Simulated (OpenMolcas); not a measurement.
# Dy3+: moving or changing the point charges

Dy3+ among 8 point charges of -1.5 e arranged as a cube (Oh), 2.51 Å from the ion.
```
   1.4491    1.4491    1.4491  -1.50
   1.4491    1.4491   -1.4491  -1.50
   1.4491   -1.4491    1.4491  -1.50
   1.4491   -1.4491   -1.4491  -1.50
  -1.4491    1.4491    1.4491  -1.50
  -1.4491    1.4491   -1.4491  -1.50
  -1.4491   -1.4491    1.4491  -1.50
  -1.4491   -1.4491   -1.4491  -1.50
```

```json
{"Program": "OpenMolcas", "Method": "CASSCF", "Basis": "ANO-RCC-VTZP [8s7p5d3f2g1h]", "Scalar Hamiltonian": "DKH2, point nucleus", "Active space": "9 electrons in 7 orbitals (4f)", "State averaging": "2S+1 = 6 odd, 21 roots; 2S+1 = 4 odd, 115 roots kept (CI in the orbitals of an earlier block, 108 in the spin-orbit step); 2S+1 = 2 odd, 82 roots kept (CI in the orbitals of an earlier block, 38 in the spin-orbit step)", "Spin-orbit coupling": "RASSI with atomic mean-field integrals over the reference wave functions"}
```

Runs around this geometry, states (labels of O, the rotations of Oh). Energies in cm-1 above the lowest state or level, χT in cm3 K/mol; under a threefold ground state the first gap can be a small split of the lowest multiplet, not the spin-orbit step.

| R (Å) | Ground state | First state of that spin | First gap with spin-orbit (degeneracies) | Width of lowest J | χT at 300 K |
| --- | --- | --- | --- | --- | --- |
| 2.51 | 6T1 | 6E 17.7 | 38.4 (4, 4) | 179 | 14.026 |
| 2.64 | 6T1 | 6E 14.3 | 30.1 (4, 4) | 139 | 14.041 |
| 2.94 | 6T1 | 6E 9.0 | 17.7 (4, 4) | 82 | 14.058 |

Taking the width of the lowest J multiplet as R^-n, n = -ln(82 / 179) / ln(2.94 / 2.51) = 4.9 between the shortest and longest distance.

High states are left out of the spin-orbit mixing, which shifts the levels that they would mix with. This is an electrostatic model: the charges have no orbitals. A group larger than the point group allows holds several states that coincide in this model. No measured value stands beside these numbers.
